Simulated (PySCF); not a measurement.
Löwdin shares of the frontier orbitals

cis-Hf(NH3)2Br4 (singlet state).
Structure used (PBE0-D3(BJ)/def2-SVP), in Å, numbered top down from 1:
```xyz
13
Br4H6HfN2 angstrom
Hf    -0.7626    0.1561   -0.7515
N     -0.5910   -0.1151    1.6317
H     -1.5368    0.0288    1.9932
H      0.0041    0.5774    2.0876
H     -0.3063   -1.0535    1.9155
Br    -0.4447    0.4152   -3.2389
N      1.6231   -0.1157   -0.6127
H      1.9457   -0.1787   -1.5812
H      1.9282   -0.9716   -0.1488
H      2.0941    0.6881   -0.1949
Br    -3.2497    0.3970   -0.4171
Br    -0.0732    2.5450   -0.0535
Br    -0.6003   -2.4251   -0.6070
```

The calculation used TDDFT B3LYP/def2-SVPD, vertical, gas phase, core orbitals frozen in the response, def2 core potentials past Kr in PySCF 2.14.0, density-fitted response routines. Spin–orbit coupling is left out. The geometry optimisation had not met its thresholds, so the values belong to a structure short of the stationary point.

Frontier orbitals with the atoms that hold most of them (Löwdin shares over 4%, at most four atoms; ? is withheld):

```
orbital  ε (eV)                                  atoms
 HOMO-3   -7.91             Br13 43%, Br12 42%, Hf1 4%
 HOMO-2   -7.76  Br11 29%, Br6 29%, Br13 19%, Br12 18%
 HOMO-1   -7.61  Br12 26%, Br13 26%, Br11 22%, Br6 22%
   HOMO       ?                                      ?
   LUMO   -2.06      Hf1 67%, Br6 7%, Br11 7%, Br13 6%
 LUMO+1   -2.06             Hf1 67%, Br6 10%, Br11 10%
 LUMO+2   -1.92     Hf1 66%, Br13 9%, Br12 9%, Br11 6%
```

**Question.** Which atoms hold the HOMO, and with what shares?

**Answer.** Br6 (bonded to Hf) 26%; Br11 (bonded to Hf) 25%; Br12 (bonded to Hf) 24%; Br13 (bonded to Hf) 23%.

**Question.** What is the HOMO energy, and the HOMO–LUMO gap?

**Answer.** ε(HOMO) = -7.53 eV; the gap is 5.47 eV (0.2011 hartree).

**Question.** The HOMO–LUMO gap is 5.47 eV. Where does the response calculation put the lowest singlet, and from which orbitals?

**Answer.** S1 is at 4.46 eV (f = 0.0000), 1.01 eV below the gap, made of HOMO→LUMO/LUMO+1 (99%). 

For S1 the Löwdin share of hafnium is at most 3% in HOMO and 67% in LUMO+1 (ligand-to-metal charge transfer by this measure).

Next come S2 at 4.54 eV (f 0.0001), HOMO-1→LUMO/LUMO+1 (97%); S3 at 4.56 eV (f 0.0020), HOMO-1→LUMO/LUMO+1 (≥86%); S4 at 4.60 eV (f 0.0063), HOMO→LUMO/LUMO+1 (70%), HOMO-1→LUMO+2 (29%); S5 at 4.63 eV (f 0.0005), HOMO→LUMO+2 (79%), HOMO-2→LUMO/LUMO+1 (≥14%).

Orbitals of the list HOMO-3 to LUMO+2 that lie within 0.01 eV of each other are written together with a slash and their weights summed (≥ marks a lower bound); for degenerate orbitals outside that list single weights are arbitrary.

Löwdin shares depend on the basis, the more so with diffuse functions.

Time: 20 min (with the writing of density and orbital grids); peak memory 1.6 GiB. Hardware: one thread of an AMD EPYC, shared host with 64 logical CPUs at a one-minute load of 60.
